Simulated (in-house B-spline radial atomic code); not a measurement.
Orbital energies and mean radii along the 43-electron series, configuration 1s2 2s2 2p6 3s2 3p6 3d10 4s2 4p6 4d3/2(4) 4d5/2(3). The effective charge is n√(-2ε), a non-relativistic measure. Computed with a radial B-spline atomic code at the basis-set limit: Dirac-Hartree-Fock, jj configuration that fills j = l - 1/2 first, finite nuclei.

| ion | Z | energy of 4d5/2 (Eh) | mean radius of 4d5/2 (bohr) | energy of 4d3/2 (Eh) | mean radius of 4d3/2 (bohr) | energy of 4p1/2 (Eh) | mean radius of 4p1/2 (bohr) | energy of 3d3/2 (Eh) | mean radius of 3d3/2 (bohr) | effective charge of 4d5/2 |
| --- | --- | --- | --- | --- | --- | --- | --- | --- | --- | --- |
| Yb27+ | 70 | -37.477 | 0.48455 | -37.987 | 0.47796 | -46.197 | 0.45745 | -93.497 | 0.19175 | 34.63 |
| Lu28+ | 71 | ? | ? | ? | ? | ? | ? | ? | ? | ? |
| Hf29+ | 72 | -42.136 | 0.46208 | -42.732 | 0.45547 | -51.658 | 0.43677 | -103.11 | 0.18454 | 36.72 |
| Ta30+ | 73 | ? | ? | ? | ? | ? | ? | ? | ? | ? |
| W31+ | 74 | -47.049 | 0.44166 | -47.741 | 0.435 | -57.437 | 0.41771 | -113.19 | 0.17782 | 38.802 |

(1) Fill in the row of Lu28+.

(2) Fill in the row of Ta30+.

(3) How does the screening of 4d5/2 change?

## Answers

(1) energy of 4d5/2 (Eh): -39.775; mean radius of 4d5/2 (bohr): 0.47304; energy of 4d3/2 (Eh): -40.326; mean radius of 4d3/2 (bohr): 0.46644; energy of 4p1/2 (Eh): -48.888; mean radius of 4p1/2 (bohr): 0.44689; energy of 3d3/2 (Eh): -98.244; mean radius of 3d3/2 (bohr): 0.18808; effective charge of 4d5/2: 35.676.

(2) energy of 4d5/2 (Eh): -44.56; mean radius of 4d5/2 (bohr): 0.45163; energy of 4d3/2 (Eh): -45.203; mean radius of 4d3/2 (bohr): 0.445; energy of 4p1/2 (Eh): -54.507; mean radius of 4p1/2 (bohr): 0.42706; energy of 3d3/2 (Eh): -108.09; mean radius of 3d3/2 (bohr): 0.18112; effective charge of 4d5/2: 37.762.

(3) Z less the effective charge goes from 35.37 at Z = 70 to 35.20 at Z = 74.
